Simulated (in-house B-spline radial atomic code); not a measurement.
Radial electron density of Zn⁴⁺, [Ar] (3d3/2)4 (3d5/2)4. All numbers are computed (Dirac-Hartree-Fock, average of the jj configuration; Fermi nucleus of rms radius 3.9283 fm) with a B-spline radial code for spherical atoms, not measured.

Columns: r (bohr), 4πr²n(r) (electrons per bohr), bar.

```
 0.00192   0.8872 #
  0.0023    1.234 #
 0.00274    1.691 ##
 0.00327    2.313 ##
  0.0039    3.141 ###
 0.00465    4.233 ####
 0.00555    5.665 ######
 0.00663    7.513 ########
 0.00791    9.821 ##########
 0.00944    12.66 #############
  0.0113    16.09 #################
  0.0134     19.8 #####################
   0.016    23.98 #########################
  0.0191     28.2 #############################
  0.0228    32.06 #################################
  0.0272    35.03 #####################################
  0.0325    36.64 ######################################
  0.0388    36.53 ######################################
  0.0463    34.83 ####################################
  0.0552    32.24 ##################################
  0.0659    29.94 ###############################
  0.0786    29.36 ###############################
  0.0938    31.37 #################################
   0.112    35.61 #####################################
   0.134    40.17 ##########################################
   0.159    42.13 ############################################
    0.19    39.66 #########################################
   0.227    32.92 ##################################
   0.271    24.98 ##########################
   0.323    19.82 #####################
   0.386    19.36 ####################
    0.46    22.07 #######################
   0.549    24.24 #########################
   0.655    22.99 ########################
   0.782    18.25 ###################
   0.933    12.12 #############
    1.11     6.82 #######
    1.33    3.141 ###
    1.58    1.264 #
    1.89   0.4038 
    2.26   0.1016 
    2.69  0.01971
```

On this grid the curve has 3 maxima, near 0.0325, 0.159, 0.549 bohr.

The 3d5/2 radial function P(r) = rR(r), positive near the nucleus, with its small component Q(r) (sign convention: Q ≈ (P' + κP/r)/2c):

| r (bohr) | P | Q |
| --- | --- | --- |
| 0.016 | 0.001157 | -4.079e-05 |
| 0.0228 | 0.003128 | -0.0001087 |
| 0.0325 | 0.008248 | -0.0002808 |
| 0.0463 | 0.02096 | -0.000695 |
| 0.0659 | 0.05061 | -0.001623 |
| 0.0938 | 0.1146 | -0.003523 |
| 0.134 | 0.24 | -0.006974 |
| 0.19 | 0.4443 | -0.01202 |
| 0.271 | 0.7255 | -0.01796 |
| 0.386 | 0.9994 | -0.02232 |
| 0.549 | 1.125 | -0.02224 |
| 0.782 | 1.008 | -0.0172 |
| 1.11 | 0.7008 | -0.01024 |
| 1.58 | 0.3527 | -0.004485 |
| 2.26 | 0.1105 | -0.001264 |
